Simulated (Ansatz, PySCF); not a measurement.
Gas-phase reaction (SMILES): Cn1cccc1F [2-fluoro-1-methylpyrrole] + 9 [H][H] (H2) -> 5 C (CH4) + F (HF) + N (NH3); energy of full hydrogenation.

Geometries: B3LYP-D3(BJ)/def2-TZVP minima from Ansatz (a quantum-chemistry and plane-wave program). Valence correlation only, unless marked. Spin-orbit coupling is left out. Non-relativistic. CBS(X,Y): correlation extrapolated as X^-3; Hartree-Fock from the larger set. Thermal terms are rigid-rotor harmonic-oscillator values from B3LYP-D3(BJ) frequencies (Ansatz or PySCF) at 298.15 K and 1 atm. 1 Eh = 627.5095 kcal/mol.

```tsv
species	E, CCSD(T)/CBS(cc-pVTZ,cc-pVQZ) (Ansatz) (Eh)	E, wB97M-V/def2-TZVPD (Ansatz) (Eh)	H - E (Eh)
Cn1cccc1F	-348.31611	-348.72441	0.10936
[H][H] (H2)	-1.17450	-1.16077	0.01336
C (CH4)	-40.45816	-40.49098	0.04840
F (HF)	-100.39146	-100.46200	0.01259
N (NH3)	-56.50369	-56.55014	0.03799
```

### Question
Work out ΔE and ΔH at 298.15 K at the first level, then ΔH at the second.

### Answer

1. ΔE = [5×(-40.45816) + (-100.39146) + (-56.50369)] - [(-348.31611) + 9×(-1.17450)] = -0.29934 Eh = -187.8 kcal/mol at CCSD(T)/CBS(cc-pVTZ,cc-pVQZ).
2. The terms H - E add up to 0.06298 Eh, so ΔH = (-0.29934 + (0.06298))×627.5095 = -148.3 kcal/mol.
3. At wB97M-V/def2-TZVPD the same steps give ΔE = -185.6 and ΔH = -146.0 kcal/mol, a shift of +2.3 from the first level.
4. These values are not checked against measurement here, since the tables used lack a sound gas-phase enthalpy of formation for at least one species.
